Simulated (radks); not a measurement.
Initial-state core-level shifts of the niobium ion Nb+ when its valence configuration changes from [Kr] 4d4. Method: scalar-relativistic Kohn-Sham, LDA (Slater exchange, Perdew-Wang correlation), spin-unpolarised, spherical densities, finite nucleus; Fermi nuclear charge, rms radius 4.324 fm; computed with a radial shooting solver on a logarithmic mesh with Libxc functionals. Shifts are changes of the shell-averaged eigenvalues in eV (positive: less bound); the change of the density at the nucleus, which sets a Mossbauer isomer shift, is in e/bohr^3, on a base of 8.368e+04.

[
 {"valence": "4d3 5p1", "2s": "-4.429", "2p": "-4.409", "3s": "-4.376", "4p": "-3.963", "density at nucleus": "+1.533"},
 {"valence": "4d3.5 5p0.5", "2s": "-2.146", "2p": "-2.137", "3s": "-2.126", "4p": "-1.945", "density at nucleus": "+0.676"},
 {"valence": "4d2 5p2", "2s": "-9.403", "2p": "-9.359", "3s": "-9.247", "4p": "-8.191", "density at nucleus": "+3.819"},
 {"valence": "4d3.5 5s0.5", "2s": "-1.555", "2p": "-1.546", "3s": "-1.527", "4p": "-1.350", "density at nucleus": "+7.014"},
 {"valence": "4d3 5s1", "2s": "-3.245", "2p": "-3.228", "3s": "-3.180", "4p": "-2.788", "density at nucleus": "+14.783"},
 {"valence": "4d1 5s1 5p2", "2s": "-13.748", "2p": "-13.678", "3s": "-13.419", "4p": "-11.545", "density at nucleus": "+23.977"},
 {"valence": "4d2.5 5s1 5p0.5", "2s": "-5.679", "2p": "-5.651", "3s": "-5.571", "4p": "-4.903", "density at nucleus": "+16.686"},
 {"valence": "4d1 5p3", "2s": "-14.869", "2p": "-14.794", "3s": "-14.546", "4p": "-12.596", "density at nucleus": "+6.872"},
 {"valence": "5p4", "2s": "-20.769", "2p": "-20.658", "3s": "-20.209", "4p": "-17.108", "density at nucleus": "+10.671"}
]
